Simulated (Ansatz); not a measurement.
CoSi2⁻, relaxed as a singlet with RKS PBE-D4/def2-TZVPD in Ansatz, starting from the GFN2-xTB geometry. Force threshold 0.02 eV/Å.

The restricted singlet is unstable towards broken spin symmetry in Hartree–Fock (as tested in another run); at PBE-D4/def2-TZVPD this wasn't settled. The highest occupied level of the charge -1 singlet lies above zero (up to 0.57 eV). The electron is either unbound and held by the finite basis, or the level is raised by self-interaction error. An occupied level lies above an empty one. Another isomer (triplet) lies 3.40 eV lower at PBE0-D4/def2-TZVPD; other spin states weren't run for this one.

Start:

| atom | x (Å) | y (Å) | z (Å) |
| --- | --- | --- | --- |
| Co1 | 0.509 | 1.197 | 1.752 |
| Si2 | -0.002 | -0.004 | -0.006 |
| Si3 | -0.507 | -1.193 | -1.746 |

| step | energy (eV) | largest force component (eV/Å) | SCF passes |
| --- | --- | --- | --- |
| 1 | -53366.5981 | 1.301 | 102 |
| 2 | -53366.6742 | 0.698 | 63 |
| 3 | -53366.6980 | 0.213 | 35 |
| 4 | -53366.7019 | 0.039 | 28 |
| 5 | -53366.7033 | 0.031 | 28 |
| 6 | -53366.7037 | 0.008 | 27 |

Force components are those of the run's own axes.

End:

```xyz
3

Co    0.422    1.145    1.705
Si    0.142    0.033   -0.008
Si   -0.564   -1.178   -1.697
```

By distances, no bond broke or formed. The bond that changes most is Co1–Si2, from 2.19 to 2.06 Å (atoms count from 1).

No frequencies were taken in this run, so the end may be a saddle point.

Hardware: 4 threads of Intel Xeon Platinum 8375C on a shared host. Wall time 5.5 s.
